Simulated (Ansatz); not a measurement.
Job for Ansatz (a quantum-chemistry and plane-wave program): U-CCSD(T)/cc-pV(D+d)Z on AlH4N (SMILES [NH2][AlH2]), a point of a bond scan (R = 0.907 Å). Files ending in .json are basis or fitting sets from the Basis Set Exchange.

Ansatz 0.2 input:
```yaml
crystal:
  periodic: [false, false, false]
  atoms:
    - {symbol: Al, position_ang: [0.01202691, -0.28251526, -0.58588261]}
    - {symbol: H, position_ang: [-1.25287826, -0.11264194, -1.51237750]}
    - {symbol: H, position_ang: [1.30419113, -1.09271048, -0.98729284]}
    - {symbol: N, position_ang: [-0.02070206, 0.48629669, 1.00848631]}
    - {symbol: H, position_ang: [-0.71264679, 0.97344386, 1.33626576]}
    - {symbol: H, position_ang: [0.72678123, 0.44640271, 1.68405446]}
basis:
  gaussian:
    orbitals: cc-pV_D+d_Z.json
correlation: {method: ccsd_t, electrons: outside_noble_gas}
scf: {omitted_lower_state_checks: [cluster_reference]}
magnetization: {spin_polarized: true, initial_magnetization: 0}
```

The head of its log:

```
WARN ansatz: RAYON_NUM_THREADS=2 ignored (pool sized by the plan → 2); use --threads N
Functional definition: HF
these checks for a lower state are left out or cut short: cluster_reference
integrals: 0.04 GiB planned
554 factors; integrals over basis functions are off by at most 1.3e-3 eV
mean field: 0.11 GiB planned
mean field evaluation 1: about -8125.8659 eV, gradient 2.4e1 eV
mean field evaluation 2: about -8125.8658 eV, gradient 2.4e1 eV
mean field evaluation 4: about -8128.3915 eV, gradient 1.4e0 eV
mean field evaluation 8: about -8128.4118 eV, gradient 5.7e-5 eV
mean field -8128.41183542 eV, -298.7136253164 hartree, gradient 1.7e-6 eV, S^2 0.000000; 0 other end points of the search recorded, 0 dependent functions left out
6 core orbitals not correlated
reference -8128.41183542 eV, -298.7136253164 hartree; 6, 6 occupied and 45, 45 virtual orbitals, 554 factors
```

Task: Predict the final total energy.

Result: -298.9917 hartree (reference determinant -298.7136, T1 diagnostic 0.014).
